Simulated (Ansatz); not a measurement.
The cluster Ag₂F⁺. Charge 1, multiplicity 1. Geometry relaxed at r2SCAN-D4/def2-TZVP.

```
atom   x (Å)   y (Å)   z (Å)
 Ag1  -0.096   2.077   0.222
 Ag2   0.094  -2.077  -0.226
  F3   0.002   0.000   0.003
```

In the def2 sets Ag takes a core potential; there is no spin–orbit coupling. The relaxation made no stability test and no search for a lower SCF solution. The structure comes from a short search, and lower isomers may exist.

Question: Estimate the harmonic wavenumbers at RKS r2SCAN-D4/def2-TZVP (Ansatz, unscaled). Is this a minimum?

Answer: 60, 60, 158, 500 cm⁻¹. Yes, no mode is imaginary beyond noise. Zero-point energy 4.7 kJ/mol. Run time 12 s (4 threads of Intel Xeon Platinum 8259CL on a shared host).
